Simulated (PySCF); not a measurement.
# Circular dichroism: SMILES C#C[Si@@H]1OC[C@@H]1[SiH3], C$_{4}$H$_{8}$OSi$_{2}$

Cartesian coordinates in Å; atom numbers follow the order of the lines, from 1:
```xyz
15

C     3.262    0.035   -0.242
C     2.209   -0.394    0.149
Si    0.606   -1.080    0.760
O    -0.220   -1.963   -0.376
C    -1.352   -1.099   -0.471
C    -0.951    0.007    0.513
Si   -0.818    1.739   -0.230
H     4.181    0.414   -0.587
H     0.771   -1.803    2.017
H    -1.459   -0.770   -1.507
H    -2.249   -1.651   -0.183
H    -1.603    0.018    1.386
H    -0.362    2.660    0.814
H    -2.141    2.152   -0.714
H     0.122    1.744   -1.351
```

Method: PySCF, TDDFT B3LYP/def2-SVPD circular dichroism and optical rotation, one conformer, gas phase. Geometry: GFN2-xTB.

States above about 7.7 eV lie in this functional's continuum (it starts at minus the energy of the highest occupied orbital, well below the true ionisation energy for most functionals) and depend on the basis.

Problem. Assign R or S to each stereocentre.

Solution. Si3 S, C6 R.

Problem. List the lowest 16 singlet excitations with oscillator and rotatory strengths.

Solution. Rotatory strengths R in 10⁻⁴⁰ esu² cm², velocity form and length form (origin at the centre of mass); f in length form.
```tsv
state	E (eV)	λ (nm)	f	R (velocity)	R (length)	main
1	5.54	224	0.025	+62.9	+61.9	HOMO→LUMO 0.76, HOMO−2→LUMO 0.12
2	5.62	220	0.002	-2.9	-3.4	HOMO−1→LUMO 0.63, HOMO→LUMO 0.17
3	5.96	208	0.012	-18.3	-17.0	HOMO−2→LUMO 0.57, HOMO−1→LUMO 0.26
4	6.14	202	0.005	-0.1	-0.4	HOMO−3→LUMO 0.42, HOMO→LUMO+1 0.23
5	6.22	199	0.005	-5.7	-5.1	HOMO→LUMO+1 0.50, HOMO−3→LUMO+1 0.20
6	6.56	189	0.003	+0.5	+0.8	HOMO−3→LUMO+1 0.40, HOMO−1→LUMO+1 0.30
7	6.67	186	0.007	-6.5	-6.6	HOMO−4→LUMO 0.76
8	6.71	185	0.036	+5.4	+8.7	HOMO−1→LUMO+1 0.36, HOMO−3→LUMO+1 0.25
9	7.23	172	0.005	+7.0	+7.4	HOMO→LUMO+2 0.83
10	7.25	171	0.016	-11.2	-11.9	HOMO−5→LUMO 0.85
11	7.35	169	0.076	-45.6	-47.3	HOMO−4→LUMO+1 0.31, HOMO−2→LUMO+1 0.28
12	7.47	166	0.019	+43.7	+42.4	HOMO→LUMO+3 0.52, HOMO−1→LUMO+2 0.41
13	7.53	165	0.033	+10.5	+9.4	HOMO−1→LUMO+2 0.40, HOMO→LUMO+3 0.24
14	7.72	161	0.057	+3.5	+3.6	HOMO−6→LUMO 0.33, HOMO→LUMO+5 0.13
15	7.75	160	0.012	-35.3	-34.3	HOMO−1→LUMO+3 0.71, HOMO→LUMO+4 0.09
16	7.76	160	0.012	+0.4	-0.3	HOMO→LUMO+4 0.53, HOMO−2→LUMO+2 0.13
```

For state 16 the two forms differ in sign, so the sign of R isn't settled.

Among the states computed, the strongest CD band (largest |R|) is state 1. The largest dissymmetry factor in size, g = 4R/(D+G), with D and G the electric and magnetic dipole strengths, is -0.034 for state 15 (velocity form, f = 0.012), among bands with |R| over 0.5. The mirror image has the same energies and oscillator strengths and all R with the opposite sign.
